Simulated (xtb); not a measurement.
C4H5FSi, SMILES C(=C(/F)C#C)/[SiH3]. All values are semi-empirical tight-binding results from xtb (GFN2-xTB unless named), good for trends rather than for accurate numbers. Geometry: GFN2-xTB. The structure was generated by enumeration; whether it is a known compound was not checked.

| Property | Result |
|---|---|
| point group as xtb finds it | Cs |
| orbital gap | 3.70 eV |
| dipole moment | 1.86 D |
| zero-point energy | 41.3 kcal/mol |
| G − E(el) at 298.15 K (modified RRHO) | 20.9 kcal/mol |
| static polarisability (D4 model) | 74.2 bohr³ |
| solvation energy, GFN2-xTB/ALPB(water) | -1.3 kcal/mol |
| solvation energy, GFN2-xTB/ALPB(ch2cl2) | -4.1 kcal/mol |
